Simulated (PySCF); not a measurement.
Sb(Br)2(OH) (Br₂HOSb), SMILES [Br][Sb]([OH])[Br].

Geometry: PBE0-D3(BJ)/def2-SVP. The structure was generated by enumeration; whether it is a known compound was not checked. The def2 effective core potentials stand for the cores of Sb; spin–orbit coupling is left out. The values are those of a single conformer.

All values below come from TDDFT-PBE0/def2-SVPD (PySCF).

Vertical excitations. The molecule is in vacuum. State labels are in the subgroup Cs.

```tsv
state	symmetry	energy (eV)	λ (nm)	f	main pairs
S1	A"	4.96	250	0.001	HOMO−1→LUMO 77 %, HOMO→LUMO+1 20 %
S2	A'	5.01	248	0.048	HOMO→LUMO 92 %
S3	A"	5.09	244	0.001	HOMO−2→LUMO 91 %
S4	A'	5.14	241	0.003	HOMO−1→LUMO+1 92 %
S5	A'	5.35	232	0.008	HOMO−2→LUMO+1 49 %, HOMO−3→LUMO 43 %
S6	A"	5.38	230	0.057	HOMO→LUMO+1 57 %, HOMO−3→LUMO+1 16 %, HOMO−1→LUMO 9 %
S7	A'	5.45	227	0.001	HOMO−3→LUMO 49 %, HOMO−2→LUMO+1 48 %
S8	A"	5.71	217	0.022	HOMO−3→LUMO+1 70 %
S9	A'	5.85	212	0.025	HOMO→LUMO+2 94 %
S10	A"	5.89	211	0.003	HOMO−1→LUMO+2 94 %
T1	A'	4.21	294	0	HOMO→LUMO 93 %
T2	A"	4.35	285	0	HOMO→LUMO+1 88 %
T3	A"	4.53	273	0	HOMO−1→LUMO 90 %
T4	A"	4.79	259	0	HOMO−2→LUMO 81 %
```
Triplets are in the Tamm–Dancoff approximation, which puts them higher than full response would, so one can lie above its singlet here.
